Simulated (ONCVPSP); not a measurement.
**Be (Z = 4): one change to an ONCV potential, before and after**

```json
{"Element": "beryllium (Be)", "Generator": "ONCVPSP 4.0.1", "Type": "optimised norm-conserving Vanderbilt (ONCV)", "Functional": "LDA (Perdew-Zunger)", "Relativity": "scalar-relativistic", "Frozen core": "[He]", "Valence charge": "2", "Reference configuration": "2s2", "Partial waves": "2s: rc 2.05 bohr, ncon 4, nbas 8, qcut 2.8 1/bohr, 2 projectors, debl 1.7 Ha; p scattering state at 0.05 Ha: rc 2.05 bohr, ncon 5, nbas 9, qcut 3.6 1/bohr, 2 projectors, debl 1.2 Ha; d scattering state at 0.14 Ha: rc 2.00 bohr, ncon 4, nbas 8, qcut 4.6 1/bohr, 3 projectors, debl 2 Ha", "Local potential": "polynomial inside 1.80 bohr (lpopt 5, dvloc0 0 Ha)", "Core correction": "polynomial model core, fcfact 0.6"}
```

All-electron outer shells of the reference configuration (LDA (Perdew-Zunger), scalar-relativistic, ld1.x):

```
shell  level (eV)  outermost node (bohr)  outermost maximum (bohr)
   1s     -104.93                      –                      0.27
   2s       -5.61                   0.60                      2.04
```

Change: s: debl 4.35.

Cutoffs: the cutoffs (Ha) at which the residual kinetic energy of the hardest occupied pseudo-wave falls to 1 and 0.1 mHa per electron; they do not see the model core or the augmentation charge, which bear on the density cutoff. Errors are all-electron minus pseudo energies relative to the spin-unpolarised reference configuration.

Q: What does the change do?

A: The potential gets neither clearly harder nor softer (4.9 Ha and 34 Ha → 4.9 Ha and 34 Ha); of the 4 tests that both files solve, the error grows in 0 and shrinks in 1 by more than 15 % and 0.3 meV (median size 0.4 → 0.2 meV); neither file shows a bound ghost.

| quantity | base | changed |
| --- | --- | --- |
| cutoff, loose | 4.9 Ha | 4.9 Ha |
| cutoff, tight | 34 Ha | 34 Ha |
| bound ghosts | none | none |
| GHOST(+) flags under 300 eV | none | none |
| error for 2s1, meV [ΔE 9.52 eV] | -0.6 | -0.1 |
| error for 2s1.5, meV [ΔE 3.75 eV] | 0.0 | +0.1 |
| error for 2s1 2p1, meV [ΔE 3.52 eV] | +0.3 | +0.3 |
| error for 2s0 2p1, meV [ΔE 13.33 eV] | -17 | -17 |
| s: phases at 2.08 bohr within 0.05 rad from the reference energy up to (Ha; the scan ends near 5) | 2.7 | 2.5 |
| p: phases at 2.08 bohr within 0.05 rad from the reference energy up to (Ha; the scan ends near 5) | to the end of the scan | to the end of the scan |
| d: phases at 2.03 bohr within 0.05 rad from the reference energy up to (Ha; the scan ends near 5) | to the end of the scan | to the end of the scan |
| rms error of d²Exc/dni dnj with the model core, mHa | 0.24 | 0.24 |

Base: The cutoffs count occupied waves only; projector 3 of the d channel, the hardest unoccupied one, needs 15 Ha at the loose tolerance. Changed file: The cutoffs count occupied waves only; projector 2 of the s channel, the hardest unoccupied one, needs 48 Ha at the loose tolerance.
